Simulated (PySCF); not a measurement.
**[Ce(SH)2]+ at several levels of theory**

Computed with PySCF 2.14.0 (density fitting, no spin-orbit coupling) at the geometry relaxed with PBE0:

```xyz
5
[Ce(SH)2]+ (singlet in the valence; each metal's 4f electrons, 1 of them, lie in its core potential, out of spins and levels)
Ce    0.0000    0.0000   -0.8021
S     1.9840   -0.1304    0.8565
H     2.9732   -0.2012   -0.0706
S    -1.9840    0.1304    0.8565
H    -2.9732    0.2012   -0.0706
```

| level | basis | state | HOMO (eV) | gap (eV) | charge on Ce1 (e) | population of f-type functions on Ce1 (polarisation alone where 4f lies in the core) | dipole about the centre of mass (D) | largest force component (eV/Å) |
| --- | --- | --- | --- | --- | --- | --- | --- | --- |
| PBE0 | Ce lcecp-1-SVP with ECP47, S def2-SVP, H def2-SVP | singlet | -11.91 | 4.81 | 1.17 | 0.03 | 8.00 | 0.00 |
| TPSSh | the same | singlet | -11.32 | 3.97 | 1.19 | 0.03 | 7.94 | 0.29 |
| r2SCAN | the same | singlet | -11.06 | 3.58 | 1.17 | 0.03 | 7.91 | 0.21 |

In the lcecp rows the 4f levels are missing from HOMO and gap, and the state counts the valence alone.

Charges are Mulliken's, which hang on the basis. The relaxation used the grid (50, 194), these runs (75, 302) or, all-electron (x2c bases, spin-free X2C Hamiltonian), (99, 590).

Question: What does PBE0 with Ce lcecp-1-TZVP with ECP47, S def2-TZVP, H def2-TZVP give here?

Answer: state singlet, HOMO (eV) -11.85, gap (eV) 4.84, charge on Ce1 (e) 1.43, population of f-type functions on Ce1 (polarisation alone where 4f lies in the core) 0.05, dipole about the centre of mass (D) 7.65, largest force component (eV/Å) 0.20. Time: 8.6 s on 2 threads of Arm Neoverse V1 (shared host), from free ions and atoms.

In the first row's basis the gap widens with exact exchange: 3.6 eV for r2SCAN (none); 4.0 to 4.8 eV for TPSSh, PBE0 (a fixed share).

An lcecp potential fixes the number of 4f electrons, so in runs with it no electron can move into or out of that shell.
